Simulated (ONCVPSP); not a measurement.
**Cd (Z = 48): one change to an ONCV potential, before and after**

cadmium (Cd), optimised norm-conserving Vanderbilt (ONCV), made with ONCVPSP 4.0.1 (PBE, scalar-relativistic). Core [Kr], reference 4d10 5s2. Waves: 5s: rc 2.15 bohr, ncon 5, nbas 8, qcut 3 1/bohr, 1 projector; p scattering state at 0.39 Ha: rc 2.20 bohr, ncon 4, nbas 9, qcut 4.1 1/bohr, 1 projector; 4d: rc 1.30 bohr, ncon 4, nbas 7, qcut 6.2 1/bohr, local. Local part: the d channel. Core correction: none.

Change: s: qcut 4.3; p: qcut 5.8; d: qcut 8.8.

Cutoffs: the cutoffs (Ha) at which the residual kinetic energy of the hardest occupied pseudo-wave falls to 1 and 0.1 mHa per electron; they do not see the model core or the augmentation charge, which bear on the density cutoff. Errors are all-electron minus pseudo energies relative to the spin-unpolarised reference configuration.

**Question.** What does the change do?

**Answer.** The potential gets softer (93 Ha and 108 Ha → 34 Ha and 52 Ha); both files keep a bound ghost (p, s); of the 3 tests that both files solve, the error grows in 0 and shrinks in 2 by more than 15 % and 0.3 meV (median size 12.0 → 9.6 meV).

| quantity | base | changed |
| --- | --- | --- |
| cutoff, loose | 93 Ha | 34 Ha |
| cutoff, tight | 108 Ha | 52 Ha |
| loose cutoff by channel | s 4.7 Ha, d 93 Ha | s 4.7 Ha, d 34 Ha |
| bound ghosts | s, p | s, p |
| GHOST(+) flags under 300 eV | none | none |
| tests with a reliable result | 3 of 4 | 3 of 4 |
| error for 4d10 5s1, meV [ΔE 9.27 eV] | +3.2 | +2.3 |
| error for 4d10 5s0, meV [ΔE 26.40 eV] | +27 | +24 |
| error for 4d10 5s0 5p2, meV [ΔE 9.67 eV] | -12 | +9.6 |
| s: phases at 2.18 bohr within 0.05 rad from the reference energy up to (Ha; the scan ends near 5) | 0.7 | 1.2 |
| p: phases at 2.23 bohr within 0.05 rad from the reference energy up to (Ha; the scan ends near 5) | 3.1 | 2.8 |
| d: phases at 1.32 bohr within 0.05 rad from the reference energy up to (Ha; the scan ends near 5) | 4.1 | to the end of the scan |

 A true bound ghost makes a file unfit for plane-wave use even where its test errors are small: the radial tests pick states by their node count and pass the ghost by.
